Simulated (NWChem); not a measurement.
Molecule: CH3ISSe; SMILES I[Se]SC

```xyz
7

Se     0.9569     0.7467    -0.1159
I     -0.1852    -1.5543     0.0306
S     -0.4981     2.1514     0.6397
C     -1.5626     2.4810    -0.7898
H     -0.9839     2.8783    -1.6341
H     -2.2917     3.2346    -0.4548
H     -2.0984     1.5683    -1.0863
```
Atoms are numbered in this order, from 1.

Geometry: optimised at PBE0/def2-SVP. Not confirmed as a minimum by frequencies. def2 effective core potentials on I; no spin-orbit coupling.

Task: List the 4 lowest vertical singlet excitations from CAM-B3LYP/def2-SVPD with def2 effective core potentials on I, TDA (NWChem).

Result: 
```json
[
 {"state": "S1", "energy (eV)": "2.48", "oscillator strength": "0.001", "leading excitation (squared amplitude)": "HOMO → LUMO (0.98)"},
 {"state": "S2", "energy (eV)": "3.48", "oscillator strength": "0.008", "leading excitation (squared amplitude)": "HOMO−2 → LUMO (0.63)"},
 {"state": "S3", "energy (eV)": "4.01", "oscillator strength": "0.079", "leading excitation (squared amplitude)": "HOMO−1 → LUMO (0.42)"},
 {"state": "S4", "energy (eV)": "4.21", "oscillator strength": "0.002", "leading excitation (squared amplitude)": "HOMO → LUMO+1 (0.60)"}
]
```
